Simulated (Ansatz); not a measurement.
Born–Oppenheimer molecular dynamics of AlFH6N2 (10 atoms, charge 0, multiplicity 1). It starts at the highest image of a converged band. Of that band: Beside the main top the profile has a ripple of under 15 meV (maxima at images 2, 5), which may be a very shallow well or noise. Neighbouring images differ by up to 1.6 eV, so the band resolves the path poorly. A vibrational analysis at the climbing image gives one clearly imaginary mode, 250i cm⁻¹: a first-order saddle point.

Theory: RKS B3LYP-D4/6-31G* (Ansatz 0.2.0).

- ensemble: NVE (velocity Verlet)
- time step: 0.5 fs
- steps asked: 200
- starting velocities drawn for: 300 K
- seed: 2903

First frame:

```xyz
10
Properties=species:S:1:pos:R:3
Al 0.007 0.514 -0.243
F 0.190 0.360 1.741
N 1.562 -0.127 -0.833
H 1.718 -0.426 -1.787
H 2.438 -0.097 -0.329
N -1.541 -0.060 -0.907
H -1.698 -0.968 -1.323
H -2.398 0.478 -0.896
H -0.152 2.067 0.382
H 0.021 1.342 1.537
```

How far do the bonds stretch over the last three quarters of this one trajectory? (Pairs bonded in most of those frames.)


```json
{"bond": "Al1–N3", "mean (Å)": "1.788", "spread (Å)": "0.027", "shortest": "1.74", "longest": "1.82"}
{"bond": "Al1–N6", "mean (Å)": "1.787", "spread (Å)": "0.015", "shortest": "1.76", "longest": "1.81"}
{"bond": "Al1–H9", "mean (Å)": "1.621", "spread (Å)": "0.037", "shortest": "1.55", "longest": "1.69"}
{"bond": "F2–H10", "mean (Å)": "0.954", "spread (Å)": "0.011", "shortest": "0.93", "longest": "0.99"}
{"bond": "N3–H4", "mean (Å)": "1.013", "spread (Å)": "0.012", "shortest": "0.99", "longest": "1.03"}
{"bond": "N3–H5", "mean (Å)": "1.014", "spread (Å)": "0.012", "shortest": "0.99", "longest": "1.03"}
{"bond": "N6–H7", "mean (Å)": "1.013", "spread (Å)": "0.004", "shortest": "1.01", "longest": "1.02"}
{"bond": "N6–H8", "mean (Å)": "1.012", "spread (Å)": "0.004", "shortest": "1.01", "longest": "1.02"}
```

Pairs bonded in part of these frames only: Al1–F2 24 %.

Mean temperature of the second half: 152 K. The conserved energy stayed within 0.074 meV per atom of its start (net change 0.052 meV per atom), so the integration is sound. A run of 0.1 ps of so small a system gives no equilibrium averages. The orbitals stay closed-shell, which can raise the energy where a bond breaks towards radicals; this wasn't checked here.

The run took 5.1 min on 1 thread of Intel(R) Xeon(R) 6975P-C (Granite Rapids), on a shared host, peak memory 0.16 GiB.
